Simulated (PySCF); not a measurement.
Input of a response calculation (the driver script's job line, then coordinates in Å):

```
{"job": {"kind": "uv", "xc": "CAM-B3LYP", "basis": "def2-SVPD", "nstates": 8, "ntriplets": 3}, "charge": 0, "multiplicity": 1}
C     -0.530065     1.602046    -0.132174
B     -0.219127     0.070835    -0.017685
C     -1.357700    -1.005887     0.034751
Ge     1.711277    -0.532895     0.077542
H     -0.105262     2.133039     0.722242
H     -1.585020     1.861648    -0.195094
H     -0.028069     2.025150    -1.004558
H     -1.320110    -1.536212     0.988397
H     -2.367278    -0.617658    -0.085189
H     -1.201707    -1.774128    -0.724239
H      2.751530     0.547115     0.098573
H      2.169918    -1.408023    -1.051049
H      2.077226    -1.364543     1.270755
```

The program printed:

```
coarse grid: 45208 points
cycle   1  E = -2183.1401225330  dE = -4.436e-01  |g| = 4.724e-01  |ddm| = 4.448e+00
cycle   2  E = -2183.1520394658  dE = -1.192e-02  |g| = 4.304e-01  |ddm| = 8.558e-01
cycle   3  E = -2183.1793302691  dE = -2.729e-02  |g| = 2.635e-02  |ddm| = 5.527e-01
cycle   4  E = -2183.1794526079  dE = -1.223e-04  |g| = 1.450e-02  |ddm| = 7.834e-02
cycle   5  E = -2183.1794927009  dE = -4.009e-05  |g| = 1.610e-03  |ddm| = 2.583e-02
cycle   6  E = -2183.1794937422  dE = -1.041e-06  |g| = 3.910e-04  |ddm| = 6.010e-03
final grid: 95016 points
cycle   7  E = -2183.1794488877  dE = -6.435e-08  |g| = 2.738e-04  |ddm| = 2.817e-03
cycle   8  E = -2183.1794488982  dE = -1.052e-08  |g| = 2.293e-04  |ddm| = 9.175e-04
cycle   9  E = -2183.1794489140  dE = -1.582e-08  |g| = 1.928e-05  |ddm| = 3.338e-04
cycle  10  E = -2183.1794489141  dE = -1.278e-10  |g| = 8.433e-06  |ddm| = 4.883e-05
converged SCF energy = -2183.1794489141

Static polarisability (au): isotropic 71.539, principal 60.397 72.911 81.308

Singlet excitations
state   eV       nm        f      main configurations
  1   4.8749    254.3   0.00658   H->L 0.98
  2   6.0020    206.6   0.00079   H-1->L 0.59, H-3->L 0.38
  3   7.0020    177.1   0.00589   H-3->L 0.59, H-1->L 0.39
  4   7.2136    171.9   0.10904   H-2->L 0.68, H->L+1 0.28
  5   7.2515    171.0   0.00102   H->L+1 0.69, H-2->L 0.28
  6   8.1014    153.0   0.01922   H->L+3 0.71, H->L+6 0.09, H->L+2 0.08
  7   8.3163    149.1   0.12410   H-1->L+1 0.87
  8   8.4266    147.1   0.05153   H->L+5 0.51, H->L+2 0.26

Triplet excitations (Tamm-Dancoff, eV): 4.1895 5.4995 6.5128
```

Level of theory: TDDFT CAM-B3LYP/def2-SVPD, vertical, gas phase, core orbitals frozen in the response in PySCF. Isolated species at its GFN2-xTB geometry, gas phase. Relativistic effects, spin–orbit coupling among them, are left out although an element past zinc is present.

What is the total energy of state 1 at this geometry?

-2183.17945 + 0.17915 = -2183.00030 hartree.

What transition dipole goes with state 7?

|μ|² = 3f / (2ΔE) = 3 × 0.1241 / (2 × 0.3056) = 0.609 au, so |μ| = 1.98 D.

Give the energy of state 1 in hartree, cm⁻¹ and kJ/mol.

0.17915 hartree, 39319 cm⁻¹, 470.4 kJ/mol.

What share of the summed oscillator strength falls to the strongest level in this window?

State 7 at 149 nm: 0.1241 of 0.3182, or 39%.

How much of the mean polarisability do the listed states account for?

The sum over states Σ f/ΔE² (ΔE in hartree) gives 3.96 au, 6% of the total; the rest comes from higher roots of the same response equations.

Write the structure that the coordinates describe.

`C[B](C)[GeH3]` (C2H9BGe).

The SCF starts on a coarse grid; the energy jumps when the final grid takes over, and dE counts afresh there. H and L stand for HOMO and LUMO.
